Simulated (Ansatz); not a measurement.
VF, multiplicity 5 (lowest of 2S+1 = 1, 3, 5, 7 at CCSD(T)/def2-TZVPP on PBE0 minima; our sources give no spin for the ground state, which may be another), most abundant isotopes (50.9440 and 18.9984 u). Constants from fifth-degree fits in 1/R to seven points on the lowest solution found; no spin–orbit coupling, no relativity up to Kr; ω_e x_e and α_e move by some per cent with the fit.

Correlated levels freeze the inner cores; with def2 sets outer-core shells near the valence are correlated too.

Run with Ansatz (Gaussian basis) for Hartree–Fock, density functionals and correlated methods. Each number belongs to the level named beside it.

```json
[
 {"level": "PBE/def2-TZVPP", "r_e (Å)": "1.7747", "ω_e (cm⁻¹)": "671.5", "ω_e x_e (cm⁻¹)": "3.72", "α_e (cm⁻¹)": "0.00300"},
 {"level": "CCSD(T)/def2-TZVPP", "r_e (Å)": "1.7838", "ω_e (cm⁻¹)": "682.4", "ω_e x_e (cm⁻¹)": "3.58", "α_e (cm⁻¹)": "0.00285"}
]
```

### Question
Derive the rotational constants, the centrifugal constant, the fundamental, the zero-point energy and the force constant.

### Answer

μ = 13.83788 u.
- PBE/def2-TZVPP: B_e = 16.8576/(μ r_e²) = 0.38679 cm⁻¹; B₀ = B_e − α_e/2 = 0.38529 cm⁻¹; D = 4B_e³/ω_e² = 5.13e-07 cm⁻¹; fundamental ω_e − 2ω_e x_e = 664 cm⁻¹; zero-point energy ω_e/2 − ω_e x_e/4 = 335 cm⁻¹; k = μ(2πcω_e)² = 368 N/m
- CCSD(T)/def2-TZVPP: B_e = 16.8576/(μ r_e²) = 0.38284 cm⁻¹; B₀ = B_e − α_e/2 = 0.38142 cm⁻¹; D = 4B_e³/ω_e² = 4.82e-07 cm⁻¹; fundamental ω_e − 2ω_e x_e = 675 cm⁻¹; zero-point energy ω_e/2 − ω_e x_e/4 = 340 cm⁻¹; k = μ(2πcω_e)² = 380 N/m

Doubts at one or more of the structures used: T1 above 0.05 (CCSD(T)/def2-TZVPP).

Ansatz is a quantum-chemistry and plane-wave program.
